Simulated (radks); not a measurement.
Question: Species: Ho62+. Configuration: [He] 2s2 2p1. Calculated with a radial shooting solver on a logarithmic mesh with Libxc functionals: Dirac Kohn-Sham, PBEsol, spin-unpolarised, spherical densities, point nucleus; open shells fill j = l - 1/2 first. Some entries of the table are withheld. Estimate them.

orbital  occ.  eigenvalue (eV)  <1/r> (bohr^-1)
1s1/2       2        -62207.35            76.24
2s1/2       2        -15068.06              (1)
2p1/2       1              (2)            19.05
2p3/2       0              (3)            16.64
3s1/2       0              (4)            8.093
3p1/2       0        -6371.056            8.052
3p3/2       0        -6093.461            7.352

Answer: 
(1) 2s1/2 <1/r> (bohr^-1): 19.16
(2) 2p1/2 eigenvalue (eV): -14848.10
(3) 2p3/2 eigenvalue (eV): -13888.74
(4) 3s1/2 eigenvalue (eV): -6441.997
